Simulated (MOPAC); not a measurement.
Input for MOPAC: PM7 on LiO-, 2S+1 = 3, a spin state set in the input, which need not be the lowest, a point of a bond scan (R = 1.717 Å). Charge -1.

```
PM7 1SCF PRECISE CHARGE=-1 UHF MS=1 THREADS=1
LiO

Li     0.00000000 1     0.00000000 1     0.00000000 1
O      0.00000000 1     0.00000000 1     1.71723100 1
```

Program output:

```
*******************************************************************************
 **                                                                           **
 **                              MOPAC v23.2.5                                **
 **                                                                           **
 *******************************************************************************
 ** MOPAC's Digital Object Identifier: https://doi.org/10.5281/zenodo.6511958 **
 **                                                                           **
 ** Please cite the open-source release paper for use of this MOPAC version:  **
 ** J. E. Moussa and J. J. P. Stewart (2026)                                  **
 ** MOPAC: An open-source semiempirical molecular orbital program             **
 ** J. Open Source Softw., 11(119), 8025, https://doi.org/10.21105/joss.08025 **
 *******************************************************************************

                              PM7 CALCULATION RESULTS

 *******************************************************************************
 *  PM7        - The PM7 Hamiltonian to be used
 *  UHF        - UNRESTRICTED HARTREE-FOCK CALCULATION
 *
 *
 *
 *                 CHARGE ON SYSTEM = -1
 *
 *
 *
 *  MS=        - IN MECI, MAGNETIC COMPONENT OF SPIN =  1.0
 *  PRECISE    - TIGHTER CRITERIA TO BE USED
 *  1SCF       - DO 1 SCF AND THEN STOP
 *  THREADS=1  - MULTI-THREADING NOT USED
 *  T=         - A TIME OF 172800.0 SECONDS REQUESTED
 *  DUMP=N     - RESTART FILE WRITTEN EVERY 7200.0 SECONDS REQUESTED
 *******************************************************************************
PM7 1SCF PRECISE CHARGE=-1 UHF MS=1 THREADS=1
 LiO

   ATOM   CHEMICAL          X               Y               Z
  NUMBER   SYMBOL      (ANGSTROMS)     (ANGSTROMS)     (ANGSTROMS)

     1      Li          0.00000000  *   0.00000000  *   0.00000000  *
     2       O          0.00000000  *   0.00000000  *   1.71723100  *



          CARTESIAN COORDINATES

    NO.       ATOM           X           Y           Z

     1        Li          0.0000      0.0000      0.0000
     2         O          0.0000      0.0000      1.7172

 General Reference for PM7:
 "Optimization of Parameters for Semiempirical Methods VI: More Modifications to the
 NDDO Approximations and Re-optimization of Parameters", J. J. P. Stewart, J. Mol. Mod., 1:32, 19 (2013)
 https://link.springer.com/article/10.1007/s00894-012-1667-x

           Empirical Formula: O Li  =     2 atoms



      MOLECULAR POINT GROUP   :   C*v


          UHF CALCULATION, NO. OF ALPHA ELECTRONS =    5
                           NO. OF BETA  ELECTRONS =    3

 -------------------------------------------------------------------------------
 PM7 1SCF PRECISE CHARGE=-1 UHF MS=1 THREADS=1
 LiO



     1SCF WAS SPECIFIED, SO BFGS WAS NOT USED
     SCF FIELD WAS ACHIEVED


                              PM7 CALCULATION
                                                       MOPAC v23.2.5 Linux




          FINAL HEAT OF FORMATION =        135.98408 KCAL/MOL =     568.95737 KJ/MOL


          COSMO AREA              =         68.48 SQUARE ANGSTROMS
          COSMO VOLUME            =         50.84 CUBIC ANGSTROMS

          IONIZATION POTENTIAL    =         -4.224892 EV
          ALPHA SOMO LUMO (EV)    =          4.225 14.062
          BETA  SOMO LUMO (EV)    =         -1.230  8.136
          NO. OF ALPHA ELECTRONS  =          5
          NO. OF BETA  ELECTRONS  =          3
          MOLECULAR WEIGHT        =         22.9394         POINT GROUP:  C*v

          MOLECULAR DIMENSIONS (Angstroms)

            Atom       Atom       Distance
            O     2   Li     1     1.71723
            O     2   Li     1     0.00000
           Li     1    O     2     0.00000


          SCF CALCULATIONS        =          1





   ATOM   CHEMICAL          X               Y               Z
  NUMBER   SYMBOL      (ANGSTROMS)     (ANGSTROMS)     (ANGSTROMS)

     1      Li          0.00000000  *   0.00000000  *   0.00000000  *
     2       O          0.00000000  *   0.00000000  *   1.71723100  *

                             CARTESIAN COORDINATES

   1   Li        0.000000000     0.000000000     0.000000000
   2    O        0.000000000     0.000000000     1.717231000


           Empirical Formula: O Li  =     2 atoms



      MOLECULAR POINT GROUP   :   C*v


          ALPHA EIGENVALUES
 -16.25669  -4.20322  -2.18457  -2.18135   4.22489  14.06182  14.10950  15.17549


           BETA EIGENVALUES
 -11.29181  -1.23345  -1.23001   8.13635  15.55054  15.60808  18.45453  18.74806


              NET ATOMIC CHARGES AND DIPOLE CONTRIBUTIONS

  ATOM NO.   TYPE          CHARGE      No. of ELECS.   s-Pop       p-Pop
    1         Li          -0.037385        1.0374     0.03673     1.00065
    2          O          -0.962615        6.9626     1.97391     4.98870
 DIPOLE           X         Y         Z       TOTAL
 POINT-CHG.     0.000     0.000    -2.187     2.187
 HYBRID        -0.000    -0.000     0.018     0.018
 SUM           -0.000    -0.000    -2.169     2.169


          ATOMIC ORBITAL ELECTRON POPULATIONS

     Atom    s        px        py        pz
    1 Li   0.03673   1.00001   0.00004   0.00060
    2  O   1.97391   1.99999   1.99996   0.98875


                    (SZ)    =    1.000000
                    (S**2)  =    2.000008


          ATOMIC ORBITAL SPIN POPULATIONS

    Atom   Total    s     px     py     pz
         Atomic
    1 Li  1.0107  0.010  1.000  0.000  0.001
    2  O  0.9893  0.002  0.000 -0.000  0.987

 **********************
 *                    *
 * JOB ENDED NORMALLY *
 *                    *
 **********************




 == MOPAC DONE ==
```

The run finished.

Cost: roughly 0.020 core-seconds.
